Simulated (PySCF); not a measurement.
Electronic structure of Ne(2+) (neon, charge +2) at the UHF level

Configuration: [He] 2s1 2p5, high-spin 3P determinant (an excited configuration). Computed with PySCF 2.14 in dyall-av3z (15s9p3d2f, 71 functions), with scalar relativity by spin-free X2C-1e.

* Total energy: -125.541306 hartree
* One-electron energy: -165.9852 hartree
* Hartree (Coulomb) energy: 51.3893 hartree
* Exchange energy: -10.9454 hartree
* ⟨S²⟩: 2.0033
* ⟨L²⟩: 2.004
* Sum of ⟨r⟩: 5.206 bohr
* Sum of ⟨r²⟩: 5.043 bohr²
* Traceless quadrupole moment −½Σ⟨3z² − r²⟩ along its main axis: 0.338 e·bohr²
* Langevin diamagnetic susceptibility: -3.99 ×10⁻⁶ cm³/mol

```json
{"shell": "1s α", "electrons": "1", "mean orbital energy (eV)": "-945.26", "spread (eV)": "0", "rms radius, mean of both spins (bohr)": "0.183"}
{"shell": "1s β", "electrons": "1", "mean orbital energy (eV)": "-939.98", "spread (eV)": "0", "rms radius, mean of both spins (bohr)": "0.183"}
{"shell": "2s α", "electrons": "1", "mean orbital energy (eV)": "-99.588", "spread (eV)": "0", "rms radius, mean of both spins (bohr)": "0.890"}
{"shell": "2p α", "electrons": "3", "mean orbital energy (eV)": "-69.976", "spread (eV)": "3.699", "rms radius, mean of both spins (bohr)": "0.915"}
{"shell": "2p β", "electrons": "2", "mean orbital energy (eV)": "-60.432", "spread (eV)": "0", "rms radius, mean of both spins (bohr)": "0.915"}
```

Spin-orbit constants ζ (cm⁻¹) from the X2C one-electron operator on these orbitals: bare nucleus, nucleus screened by l(l+1)(2l+1)/3 electrons, and screened by the Breit-Pauli mean field of the electrons.

```
shell   bare  screened nucleus  mean field
   2p  841.5             673.2       603.8
```

To first order the Landé constant is A = -301.9 cm⁻¹, so the lowest level has J = 2 and lies 0.0374 eV below the centre of the term. This holds in LS coupling only.
